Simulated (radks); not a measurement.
The numbers below are computed, except where a source is named.
Trend from Sc2+ to Zn2+: ionisation energy by Delta-SCF between NIST ground configurations, and size. Level of theory: scalar-relativistic Kohn-Sham, PBE, spin-unpolarised, spherical densities, finite nucleus; Fermi nuclear charge, rms radius of each element as measured or else 0.836 A^(1/3) + 0.57 fm (a radial shooting solver on a logarithmic mesh with Libxc functionals).

\begin{tabular}{lrrrrrrrrr}
species & configuration & configuration of the ion & IE (eV) & NIST (eV) & kind & -e(HOMO) (eV) & outermost & <r> outermost (bohr) & r at 0.001 e/bohr^3 (bohr) \\ \hline
Sc2+ & [Ar] 3d1 & [Ar] & 24.870 & 24.757 & exp. & 17.912 (3d) & 3d & 1.57 & 3.11 \\
Ti2+ & [Ar] 3d2 & [Ar] 3d1 & 26.948 & 27.492 & exp. & 19.680 (3d) & 3d & 1.43 & 3.16 \\
V2+ & [Ar] 3d3 & [Ar] 3d2 & 28.897 & 29.311 & exp. & 21.317 (3d) & 3d & 1.32 & 3.16 \\
Cr2+ & [Ar] 3d4 & [Ar] 3d3 & 30.748 & 30.96 & exp. & 22.856 (3d) & 3d & 1.23 & 3.14 \\
Mn2+ & [Ar] 3d5 & [Ar] 3d4 & 32.519 & 33.67 & exp. & 24.318 (3d) & 3d & 1.15 & 3.10 \\
Fe2+ & [Ar] 3d6 & [Ar] 3d5 & 34.223 & 30.65 & exp. & 25.717 (3d) & 3d & 1.08 & 3.06 \\
Co2+ & [Ar] 3d7 & [Ar] 3d6 & 35.870 & 33.5 & semi-emp. & 27.064 (3d) & 3d & 1.02 & 3.02 \\
Ni2+ & [Ar] 3d8 & [Ar] 3d7 & 37.467 & 35.19 & exp. & 28.366 (3d) & 3d & 0.969 & 2.97 \\
Cu2+ & [Ar] 3d9 & [Ar] 3d8 & 39.020 & 36.84 & exp. & 29.628 (3d) & 3d & 0.922 & 2.93 \\
Zn2+ & [Ar] 3d10 & [Ar] 3d9 & 40.534 & 39.723 & exp. & 30.856 (3d) & 3d & 0.880 & 2.89 \\
\end{tabular}

Reference values: NIST Atomic Spectra Database (exp. = measured, semi-emp. = semi-empirical, theory = theoretical value adopted there). Spin polarisation and multiplet splitting are left out, so open shells lie too high by an amount that depends on their filling.

Beside tabulated values, note that spin-unpolarised runs miss the spin-polarisation part of the exchange energy of open shells.
